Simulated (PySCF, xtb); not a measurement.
CHF, SMILES F[CH] (connectivity only; charge and spin as stated), neutral, multiplicity 1.

Harmonic wavenumbers (cm⁻¹) from GFN2-xTB (xtb) at its own minimum, in rising order: 1242, 1330, 2759.

### Question
What does PBE-D3(BJ)/def2-TZVPD in PySCF 2.14.0 give at its own minimum? (The exact figures need the calculation; the answer reports its results.)

### Answer
1158, 1391, 2644. Paired by order, the mean absolute difference is 87 cm⁻¹ and the zero-point energies are 7.6 and 7.4 kcal/mol.
